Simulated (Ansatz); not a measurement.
This geometry of AlF2H4NO + H2O (12 atoms, charge 0, multiplicity 1) is a first-order saddle point.

These are results of RHF/6-31G* (Ansatz 0.2.0), not measurements.

```xyz
12
Properties=species:S:1:pos:R:3
Al 0.686 -0.860 0.738
O 1.300 0.023 -0.741
F 0.754 -2.476 0.398
F 1.501 -0.361 2.084
H -1.039 0.732 -0.402
N -1.085 -0.172 0.745
H 0.390 0.723 -1.197
O -0.647 1.228 -1.292
H 1.859 -0.423 -1.363
H -1.329 0.289 1.604
H -1.790 -0.872 0.591
H -0.599 2.169 -1.165
```

(1) Which two structures does it join? (They come from a converged band through this point; their orientation in space is the band's.)

(2) How far does it lie above each of them?

Results:

(1) Bonds broken: H5–N6, H7–O8. Bonds formed: O2–H7, H5–O8.

Initial state:

```xyz
12
Properties=species:S:1:pos:R:3
Al 0.821 -0.878 0.682
O 1.366 -0.216 -0.820
F 0.716 -2.528 0.715
F 1.389 -0.164 2.059
H -1.226 0.489 0.098
N -1.098 -0.294 0.731
H 0.181 1.141 -1.445
O -0.621 1.663 -1.379
H 1.898 -0.736 -1.404
H -1.366 -0.008 1.657
H -1.715 -1.037 0.448
H -0.345 2.569 -1.343
```

Final state:

```xyz
12
Properties=species:S:1:pos:R:3
Al 0.635 -0.896 0.842
O 1.356 -0.041 -0.730
F 0.899 -2.450 0.340
F 1.563 -0.337 2.084
H -1.114 1.012 -0.616
N -1.096 -0.301 0.864
H 0.748 0.604 -1.142
O -0.714 1.470 -1.368
H 1.702 -0.633 -1.389
H -1.402 0.130 1.716
H -1.805 -0.957 0.593
H -0.772 2.400 -1.194
```

(2) 1.39 eV above the first and 0.47 eV above the second. This is the barrier of this one path; another mechanism may lie lower. The orbitals stay closed-shell, which can raise the energy where a bond breaks towards radicals; this wasn't checked here.

Time of the run: 2.8 min on 2 threads of Intel(R) Xeon(R) Platinum 8375C CPU @ 2.90GHz (Ice Lake), on a shared host, peak memory 0.24 GiB.
